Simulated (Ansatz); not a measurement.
Ansatz (an electronic-structure program) input (wB97M-V/def2-TZVPD):

Ansatz 0.2 input:
```yaml
crystal:
  periodic: [false, false, false]
  atoms:
    - {symbol: W, position_ang: [-0.00000000, -0.00000000, -0.00000000]}
    - {symbol: O, position_ang: [-0.26518491, 2.39893401, -2.06213427]}
    - {symbol: C, position_ang: [-0.17357868, 1.53126211, -1.30920998]}
    - {symbol: O, position_ang: [0.26518491, -2.39893401, 2.06213427]}
    - {symbol: C, position_ang: [0.17357868, -1.53126211, 1.30920998]}
basis:
  gaussian:
    orbitals: def2-TZVPD
hamiltonian:
  xc: {name: wB97M-V}
magnetization: {spin_polarized: true, initial_magnetization: 2}
output: {forces: true}
```

Output:

```
Functional definition: wB97M-V
integrals: 0.14 GiB planned
1102 factors; their error is unknown
integrals: 0.18 GiB planned
276 factors; integrals over basis functions are off by at most 3.9e-5 eV
mean field: 1.74 GiB planned
mean field evaluation 1: about -7983.7168 eV, gradient 3.7e1 eV
mean field evaluation 2: about -7977.7582 eV, gradient 5.7e1 eV
mean field evaluation 4: about -7988.9049 eV, gradient 1.4e0 eV
mean field evaluation 8: about -7988.9255 eV, gradient 9.4e-2 eV
mean field evaluation 16: about -7988.9454 eV, gradient 2.0e-3 eV
mean field evaluation 32: about -7988.9455 eV, gradient 8.8e-6 eV
mean field evaluation 64: about -7988.9459 eV, gradient 3.1e-3 eV
mean field evaluation 96: about -7988.7440 eV, gradient 3.2e0 eV
mean field evaluation 128: about -7988.9431 eV, gradient 2.2e-1 eV
mean field -7988.94547065 eV, -293.5883309448 hartree, gradient 1.6e-10 eV, S^2 2.010456; 10 other end points of the search recorded, 0 dependent functions left out
the calculation of the forces begins
reference -7988.94553624 eV, -293.5883333550 hartree; 22, 20 occupied and 175, 177 virtual orbitals, 1102 factors
Total energy: -7988.94553624 eV, -293.5883333550 hartree
Atom 0 at    -0.000000    -0.000000    -0.000000 Å, force     0.000000    -0.000000    -0.000000 eV/Å
Atom 1 at    -0.265185     2.398934    -2.062134 Å, force     0.040267    -0.463166     0.415789 eV/Å
Atom 2 at    -0.173579     1.531262    -1.309210 Å, force    -0.027573     0.394333    -0.364800 eV/Å
Atom 3 at     0.265185    -2.398934     2.062134 Å, force    -0.040268     0.463167    -0.415789 eV/Å
Atom 4 at     0.173579    -1.531262     1.309210 Å, force     0.027573    -0.394333     0.364800 eV/Å
Dipole moment:     0.000000     0.000000     0.000000 e Å
```

The spin state was set by rule; other spins were not relaxed.
